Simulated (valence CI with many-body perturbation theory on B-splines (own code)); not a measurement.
# Sensitivity of CI+MBPT for As XX

Computed by relativistic CI+MBPT: four valence electrons over a frozen Dirac-Fock core [Ne], a basis of 6 s, 6 p, 5 d, 3 f, 1 g functions for each j, with the one-electron correlation potential Σ1, the two-electron term Σ2, the three-electron term Σ3, Breit, model QED; selected CI, second order for the rest, scaled by the run's own slope (own B-spline code, finite nucleus).

No measured levels were compared; by estimate levels of excited configurations hold to 0.05 to 0.15 % of their energy, terms of the ground configuration to about 0.5 %.

The reference run has the lowest level 3s2.3p2 3P_0 and an ionisation energy of 773.074 eV. Its largest variational space holds 9999 state functions.

Names give the largest LS component (configuration and term), which can be under half, so a name can repeat, a term be missing and a line seem to break the LS rules; names also repeat where a configuration has a term twice.

```
       Level  Reference (cm⁻¹)  Shift (cm⁻¹)
3s2.3p2 3P_1             40958          -199
3s2.3p2 3P_2             62131          +131
3s2.3p2 1D_2            124705          +519
3s2.3p2 1S_0            186876         +1282
3s.3p3 5S°_2            376293         -1779
3s.3p3 3D°_1            474658          -177
3s.3p3 3D°_2            477583          -264
3s.3p3 3D°_3            493671          -323
3s.3p3 3P°_0            548702          +386
3s.3p3 3P°_1            553790          +300
3s.3p3 3P°_2            555355          +130
3s.3p3 1D°_2            604768          +127
```

The ionisation energy moves by -0.195 eV.

Task: Which of these changes was made?
A. scale of Σ2 1 → 0.8
B. natural orbitals for correlation on → off
C. size limit of the variational space 10000 → 300; second order for the rest on → off
D. highest l in the core sums 6 → 7; scale of Σ1 1 → 0.9

Result: B. natural orbitals for correlation on → off.
